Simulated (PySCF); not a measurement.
# Fluorine: a sound run and one with changed settings

Sound run: F+ [He] 2s2 2p4, F(2+) [He] 2s2 2p3. All numbers are calculated (PySCF 2.14, no relativity, point nucleus, in def2-TZVP (5s3p2d1f, 31 functions)). In the sound run the correlated levels freeze 1s2. The sound run starts from symmetry-adapted Hartree-Fock orbitals and uses a fine grid where one is needed.

Changed run: basis STO-3G. This setting is unsound on purpose.

```tsv
species	method	sound run (hartree)	changed run (hartree)	converged
F+	UHF	-98.83647	-97.52349	yes
F+	BP86	-99.10959	-97.74571	yes
F+	TPSS	-99.13388	-97.78174	yes
F+	MP2	-98.97723	-97.52349	yes
F(2+)	UHF	-97.60872	-96.22428	yes
F(2+)	BP86	-97.80240	-96.37954	yes
F(2+)	TPSS	-97.83025	-96.41663	yes
F(2+)	MP2	-97.70578	-96.22428	yes
```

Ionisation energy of F+:

| method | sound run (eV) | changed run (eV) |
| --- | --- | --- |
| UHF | 33.409 | 35.353 |
| BP86 | 35.571 | 37.175 |
| TPSS | 35.474 | 37.146 |
| MP2 | 34.598 | 35.353 |
| SCS-MP2 | 34.692 | 35.353 |

A minimal basis cannot let orbitals breathe on ionisation and holds almost no correlation.

For comparison, NIST gives 34.971 eV between the lowest levels.
